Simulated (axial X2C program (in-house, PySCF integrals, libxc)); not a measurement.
## Potential curves of VC⁻, with spin–orbit coupling

Computed with an in-house relativistic program for diatomic molecules. Two-component (2c) means X2C with spin–orbit coupling and atomic mean-field two-electron Coulomb and Gaunt terms. Basis: V dyall-acv3z [11s11p7d4f2g], C dyall-av3z [8s7p3d2f] (cores contracted in-house); Gaussian nuclei, density fitting, unrestricted open shells. Masses: V 50.944 u, C 12.000 u.

State: Ω = 1 (⟨Sz⟩ = -1.00, ⟨Lz⟩ = 2.00 at PBE0). Energies in eV from the lowest point of each curve. Fits are polynomials in 1 − R0/R over 0.85 to 1.23 times the lowest point R0.

| R (Å) | PBE0 | LDA |
| --- | --- | --- |
| 1.4979 | 0.2735 | 0.2669 |
| 1.5472 | 0.0938 | 0.0784 |
| 1.5966 | 0.0127 | 0.0000 |
| 1.6460 | 0.0000 | 0.0079 |
| 1.7036 | 0.0391 | 0.1005 |
| 1.7612 | 0.1129 | 0.2595 |
| 1.8353 | 0.2389 | 0.5292 |

One determinant describes the state; a PBE0 search over occupations chose it and may have missed a lower one. Density functionals use the spin component along the axis (collinear). PBE0 can misorder states that lie within some tenths of an eV, so this need not be the ground state of the molecule. The nearest other 2c determinant of the search, Ω = 3, lies 0.04 eV up at the distance of the search. The functionals have no current-density term, which raises determinants with orbital currents, atoms included. With several unpaired electrons one determinant need not be a pure state. At some level and bond length an empty orbital lies below a filled one. The highest occupied level of some functionals is positive through self-interaction error; at Hartree–Fock it is bound. The determinant is spin-polarised beyond a pure state at some levels (its spin-free form has ⟨S²⟩ too high), which makes Re and μ there less reliable.

(1) Fit the PBE0 curve near its minimum: give the equilibrium distance and the harmonic wavenumber.

(2) Fit the LDA curve near its minimum: give the equilibrium distance and the harmonic wavenumber.

Answers

(1) At PBE0, 2c: Re = 1.633 Å, ωe ≈ 751 cm⁻¹; Be follows as 0.651 cm⁻¹.

(2) At LDA, 2c: Re = 1.616 Å, ωe ≈ 946 cm⁻¹; Be follows as 0.665 cm⁻¹.
